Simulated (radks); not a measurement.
Results of a calculation; reference values are marked as such.
Question: Al2+, 11 electrons, occupied as [Ne] 3p1 (not the ground configuration). Level of theory: Dirac Kohn-Sham, LDA (Slater exchange, Perdew-Wang correlation), spin-unpolarised, spherical densities, point nucleus; open shells fill j = l - 1/2 first (a radial shooting solver on a logarithmic mesh with Libxc functionals). Some entries of the table are withheld. Estimate them.

orbital,occ.,eigenvalue (eV),r(max) (bohr),<r^2> (bohr^2)
1s1/2,2,-1526.854,0.07862,(1)
2s1/2,2,(2),(3),0.4714
2p1/2,2,-92.1141,0.4258,(4)
2p3/2,4,-91.6697,0.4275,(5)
3p1/2,1,-18.0508,2.173,7.351
3p3/2,0,-18.0157,2.177,7.378

Answer: 
(1) 1s1/2 <r^2> (bohr^2): 0.01959
(2) 2s1/2 eigenvalue (eV): -129.6185
(3) 2s1/2 r(max) (bohr): 0.4977
(4) 2p1/2 <r^2> (bohr^2): 0.4562
(5) 2p3/2 <r^2> (bohr^2): 0.4594
